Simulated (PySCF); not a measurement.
Structure problem from calculated spectra and properties.

Formula: C5H4F4O2.

* Couplings: largest of the computed one-bond spin–spin couplings (means over like bonds): 19F–13C -347.1 (×3), 19F–13C -237.9, 13C–1H +165.2, 13C–1H +160.5, 13C–1H +157.7, 13C–1H +155.1 Hz [B3LYP/pcJ-1, spin–dipole term left out for some pairs]
* NMR, other nuclei: isotropic shieldings of nuclei other than C and H, by class: -332 (1 O), 298 (1 O), 266 (3 F), 427 (1 F) ppm [GIAO PBE0/pcSseg-1]
* Rotational structure: rotational constants A, B, C: 2.157, 0.719, 0.651 GHz [PBE0-D3(BJ)/def2-SVP]
* UV, first state: lowest singlet excitation: 4.38 eV (283 nm, f = 0.000) [TDDFT wB97X-D/def2-SVPD]
* Polarisability: 65.9 au [wB97X-D/def2-SVPD]
* 1H NMR: chemical shifts (computed TMS as zero) by class: 5.25 (1 H), 5.25 (1 H), 4.77 (1 H), 4.58 (1 H) ppm [GIAO PBE0/pcSseg-1]
* UV, strongest line: among the 10 lowest singlet transitions: S9 at 8.89 eV (139 nm, f = 0.056) [TDDFT wB97X-D/def2-SVPD]
* Triplet: lowest triplet excitation (Tamm–Dancoff): 3.85 eV [TDA wB97X-D/def2-SVPD]
* Dipole: 2.74 D [wB97X-D/def2-SVPD]
* 13C NMR: chemical shifts (computed TMS as zero) by class: 199.7 (1 C), 126.3 (1 C), 105.9 (1 C), 99.0 (1 C), 82.1 (1 C) ppm [GIAO PBE0/pcSseg-1]

Electronic properties: PySCF, gas phase, density fitting. Levels stand in brackets. Isolated species at its PBE0-D3(BJ)/def2-SVP geometry (one conformer only). NMR values are class means; diastereotopic atoms form classes of their own.

Question: What is the compound? Reason from the data.

Answer: Numbering: `[O:1]=[C:2]1[C@@H:3]([CH2:4][F:5])[O:6][C@@H:7]1[C:8]([F:9])([F:10])[F:11]`. Its formula, C5H4F4O2, gives 2 degrees of unsaturation: 1 ring and 1 π bond in the structure found. 5 carbons fall into 5 classes; from least to most shielded: ketone carbonyl carbon [C2] (199.7 ppm), CF3 carbon [C8] (126.3 ppm), ring sp3 carbon bound to oxygen [C3] (105.9 ppm), ring sp3 carbon bound to oxygen [C7] (99.0 ppm), sp3 C–F carbon [C4] (82.1 ppm). Hydrogen classes from least to most shielded: 1 H on an sp3 carbon bound to oxygen, C7 (5.25 ppm), 1 H on an sp3 carbon bound to oxygen, C3 (5.25 ppm), 1 H on an sp3 C–F carbon, C4 (4.77 ppm), 1 H on an sp3 C–F carbon, C4 (4.58 ppm). The other shieldings belong to: -332 ppm, ketone oxygen [O1]; 298 ppm, cyclic ether oxygen [O6]; 266 ppm, fluorine of a CF3 group [F9/F10/F11]; 427 ppm, alkyl fluorine [F5]. The couplings run between: -347.1 Hz, fluorine of a CF3 group [F9] and CF3 carbon [C8] (with 2 like pairs); -237.9 Hz, alkyl fluorine [F5] and sp3 C–F carbon [C4]; +165.2 Hz, sp3 carbon bound to oxygen [C7] and its hydrogen; +160.5 Hz, sp3 C–F carbon [C4] and its hydrogen; +157.7 Hz, sp3 carbon bound to oxygen [C3] and its hydrogen; +155.1 Hz, sp3 C–F carbon [C4] and its hydrogen. The optimised geometry has point group C1 and is an asymmetric top. Structure: `O=C1[C@@H](CF)O[C@@H]1C(F)(F)F`. Computed isomers that give other values at the same levels: `F[C@H]1C=C(OC(F)(F)F)CO1` (13C chemical shifts (computed TMS as zero) by class: 159.9 (1 C), 126.7 (1 C), 117.6 (1 C), 106.7 (1 C), 73.0 (1 C) ppm); `O=C1O[C@@H](F)[C@H]1CC(F)(F)F` (13C chemical shifts (computed TMS as zero) by class: 169.4 (1 C), 130.5 (1 C), 103.7 (1 C), 52.6 (1 C), 29.4 (1 C) ppm); `O=C1O[C@@H](F)[C@@H]1CC(F)(F)F` (13C chemical shifts (computed TMS as zero) by class: 167.3 (1 C), 130.4 (1 C), 106.3 (1 C), 54.7 (1 C), 32.6 (1 C) ppm). The assignments are read from this structure; whether some other isomer fits the data as well wasn't checked. The mirror image fits equally.

Conformer computed: `[O:1]=[C:2]1[C@@H:3]([CH2:4][F:5])[O:6][C@@H:7]1[C:8]([F:9])([F:10])[F:11]`: C2–C3–C4–F5 41°, O6–C7–C8–F9 -176°.
